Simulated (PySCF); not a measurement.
Species: C₄H₈OSi₂.
Structure used (PBE0-D3(BJ)/def2-SVP), in Å, numbered top down from 1:
```
atom  x, y, z in Å
C1     2.953   -0.254   -1.067
C2     1.924   -0.176   -0.430
C3     0.676   -0.054    0.298
C4    -0.381   -1.138   -0.040
Si5   -2.056   -0.470    0.547
O6    -1.778    1.182    0.397
Si7   -0.204    1.628    0.033
H8     3.866   -0.326   -1.626
H9     0.894   -0.094    1.383
H10   -0.107   -2.116    0.387
H11   -0.430   -1.272   -1.134
H12   -3.197   -0.893   -0.315
H13   -2.358   -0.810    1.969
H14    0.280    2.682    0.967
H15   -0.094    2.093   -1.379
```

Computed with PySCF at PBE0/pcSseg-1, non-relativistic, on one gas-phase PBE0-D3(BJ)/def2-SVP geometry that isn't relaxed in the solvent. The solvent is an IEF-PCM continuum (cavity from Bondi-type radii × 1.2). Specific hydrogen bonds and non-electrostatic terms are outside this model.

| run | E − E(gas) (kcal/mol) | HOMO (eV) | HOMO–LUMO gap (eV) | dipole (D) |
| --- | --- | --- | --- | --- |
| gas | 0.00 | -7.40 | 7.60 | 1.06 |
| P | -4.57 | -7.44 | 7.70 | 1.37 |
| Q | -3.17 | -7.42 | 7.68 | 1.26 |

Question: The runs were made in chloroform and water. Which run belongs to which solvent?

Answer: P = water, Q = chloroform. The dielectric constants are 4.711 (chloroform), 78.36 (water), and the energy falls further as ε rises. In this model the ground state sees the solvent through ε alone.

Question: How constant is the ratio of the lowering to (ε − 1)/(2ε + 1)?

Answer: 
| solvent | (ε − 1)/(2ε + 1) | E − E(gas) (kcal/mol) | ratio (kcal/mol) | polarisation term (kcal/mol) |
| --- | --- | --- | --- | --- |
| chloroform | 0.356 | -3.17 | -8.9 | -3.40 |
| water | 0.490 | -4.57 | -9.3 | -5.06 |

The ratio changes by +4.6 % in size from chloroform to water. The polarisation term is half the interaction of the solute with the induced surface charges.
